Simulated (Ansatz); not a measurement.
Start from `CC(C)[O][Cd][NH2]` and change one atom or group to get `CC(C)[O][GeH2][F]`.

Ansatz, PBE0-D4/def2-TZVP geometries, multiplicity 1. Each molecule was computed in one conformer, which needn't be the lowest.

Elements past krypton have def2 core potentials. Scalar relativity is left out up to krypton.

| property | `CC(C)[O][Cd][NH2]` |
| --- | --- |
| size of the dipole moment (B3LYP/def2-TZVPP) / D | 0.71 |
| HOMO energy (PBE/def2-TZVPP) / eV | -5.57 |
| HOMO–LUMO gap (PBE0/def2-TZVPP) / eV | 6.25 |
| HOMO energy (ωB97M-V/def2-TZVPP) / eV | -9.41 |
| HOMO–LUMO gap (PBE/def2-TZVPP) / eV | 3.93 |
| HOMO–LUMO gap (B3LYP/def2-TZVPP) / eV | 5.70 |

Task: Give the same properties after the change, and the shifts. (Estimate.)

Result: Computed: 
| property | `CC(C)[O][GeH2][F]` | shift |
| --- | --- | --- |
| size of the dipole moment (B3LYP/def2-TZVPP) / D | 1.90 | 1.19 |
| HOMO energy (PBE/def2-TZVPP) / eV | -6.71 | -1.14 |
| HOMO–LUMO gap (PBE0/def2-TZVPP) / eV | 8.77 | 2.52 |
| HOMO energy (ωB97M-V/def2-TZVPP) / eV | -10.66 | -1.25 |
| HOMO–LUMO gap (PBE/def2-TZVPP) / eV | 6.33 | 2.40 |
| HOMO–LUMO gap (B3LYP/def2-TZVPP) / eV | 8.25 | 2.55 |

With PBE0 the HOMO falls by 1.21 eV and the LUMO rises by 1.31 eV, so the gap widens by about 2.52 eV. PBE moves the HOMO by -1.14 eV and ωB97M-V by -1.25 eV. Dipoles are sizes alone; their direction can turn.

B3LYP here is the variant with VWN-RPA as its local correlation; programs differ in this.
